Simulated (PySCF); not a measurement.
C2H4F2Si, SMILES [SiH2](C(F)=C)F.

Geometry optimised at B3LYP-D3(BJ)/def2-SVP. The structure was generated by enumeration, and PubChem lists no compound with its InChIKey, so it may never have been made. The values are those of a single conformer.

Two levels are set side by side: PBE/def2-TZVP (PySCF) and ωB97X/def2-TZVP (PySCF). Same geometry, gas phase. Differences are taken from unrounded values.

```json
[
 {"quantity": "orbital gap (eV)", "ωB97X": "11.95"},
 {"quantity": "highest occupied level (eV)", "ωB97X": "-10.35"},
 {"quantity": "lowest empty level (eV)", "ωB97X": "1.61"},
 {"quantity": "dipole moment (D)", "ωB97X": "0.16"},
 {"quantity": "mean polarisability (bohr³)", "ωB97X": "48.5"}
]
```

Task: What does PBE give, and how far is it from ωB97X? (Estimate from the structure and the level; the computed values follow.)

Result: 
```json
[
 {"quantity": "orbital gap (eV)", "PBE": "5.16", "PBE minus ωB97X": "-6.79"},
 {"quantity": "highest occupied level (eV)", "PBE": "-6.74", "PBE minus ωB97X": "3.61"},
 {"quantity": "lowest empty level (eV)", "PBE": "-1.58", "PBE minus ωB97X": "-3.18"},
 {"quantity": "dipole moment (D)", "PBE": "0.20", "PBE minus ωB97X": "0.04"},
 {"quantity": "mean polarisability (bohr³)", "PBE": "50.7", "PBE minus ωB97X": "2.2"}
]
```

Without exact exchange PBE keeps part of each electron's self-repulsion, which lifts occupied levels and narrows the gap. Loosely held outer electrons make PBE densities more polarisable. Differences between two approximate levels are no errors against the true value.

Rough cost on one machine, each run with all the roots and properties that it gave: ωB97X against PBE within a factor of 2.
